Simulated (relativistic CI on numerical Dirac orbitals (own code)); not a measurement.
**Co5+ (3d4) in a crystal field**

Calculated by Dirac-Coulomb-Breit CI, orbitals from a KLI potential per configuration, model QED (radiative potential, 1s self-energy scaled to tabulated hydrogen-like ionisation energies), valence Slater integrals scaled by 0.8, one configuration in a parametric crystal field (own radial code).

Field parameters in Wybourne normalisation: Oh B⁴₀ = 21Dq, B⁴₄ = √(5/14) B⁴₀. The field is a parameter set, without covalency.

S is read from ⟨S²⟩ = S(S + 1).

Levels (cm⁻¹, degeneracy): 0 (1), 55 (3), 107 (2), 145 (3), 183 (1), 7881 (1), 8241 (3), 8758 (3), 8805 (2), 19730 (1), 19765 (3), 19789 (3).

**Question.** Which field gives this pattern?
A. Oh, 10Dq = 5900 cm⁻¹
B. Oh, 10Dq = 10600 cm⁻¹
C. Oh, 10Dq = 20000 cm⁻¹
D. Oh, 10Dq = 38800 cm⁻¹

**Answer.** C. Oh, 10Dq = 20000 cm⁻¹, ground level with S = 1.99.
